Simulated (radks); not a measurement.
Coulomb parameter of the 4d shell of the ruthenium ion Ru2+ in the model configuration [Kr] 4d4.5 5p1.5, as a second difference U = [E(n + 0.25) + E(n - 0.25) - 2 E(n)] / (0.25)^2 with all orbitals relaxed. "Bare": the charge of the atom changes with n. "Screened": the 5p shell takes up the change at fixed total charge, which measures U(4d,4d) + U(5p,5p) - 2 U(4d,5p). All-electron calculation, Dirac Kohn-Sham, PBE, spin-unpolarised, spherical densities, finite nucleus; open shells are shared between the two j in proportion to 2j + 1; Fermi nuclear charge, rms radius 4.4809 fm. Program: a radial shooting solver on a logarithmic mesh with Libxc functionals.

case,configuration,E - E(n) (eV)
start,[Kr] 4d4.5 5p1.5,0.000
bare +0.25,[Kr] 4d4.75 5p1.5,-7.330
bare -0.25,[Kr] 4d4.25 5p1.5,8.141
screened +0.25,[Kr] 4d4.75 5p1.25,-3.595
screened -0.25,[Kr] 4d4.25 5p1.75,3.773

U(bare) = 12.979 eV, U(screened by 5p) = 2.844 eV.
